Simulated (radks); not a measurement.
Effect of the nuclear size on neutral bromine, [Ar] 3d10 4s2 4p5. Calculated with a radial shooting solver on a logarithmic mesh with Libxc functionals: Dirac Kohn-Sham, BLYP, spin-unpolarised, spherical densities, finite nucleus; open shells fill j = l - 1/2 first; Fermi nuclear charge, rms radius 4.1629 fm. The rms radius is varied about that value; shifts are against it.

| rms radius (fm) | total energy shift (eV) | density at nucleus (e/bohr^3) | 1s1/2 shift (meV) | 2s1/2 shift (meV) | 3s1/2 shift (meV) | 3p1/2 shift (meV) | 4s1/2 shift (meV) |
|---|---|---|---|---|---|---|---|
| 3.6134 | -0.134 | 4.486e+04 | -56.7 | -5.70 | -0.893 | 0.083 | -0.093 |
| 3.9839 | -0.0455 | 4.453e+04 | -19.3 | -1.94 | -0.304 | 0.028 | -0.032 |
| 4.1629 | 0 | 4.438e+04 | 0.000 | 0.000 | 0.000 | 0.000 | 0.000 |
| 4.4793 | 0.0849 | 4.414e+04 | 36.0 | 3.62 | 0.567 | -0.052 | 0.059 |
| 4.983 | 0.232 | 4.378e+04 | 98.4 | 9.88 | 1.55 | -0.143 | 0.162 |

Slopes of the eigenvalues against <r^2> in GHz/fm^2, as finite differences over the two radii next to the reference (eigenvalue slopes, not the field-shift constants of lines): 1s1/2 3190, 2s1/2 321, 3s1/2 50.2, 3p1/2 -4.65, 4s1/2 5.25.
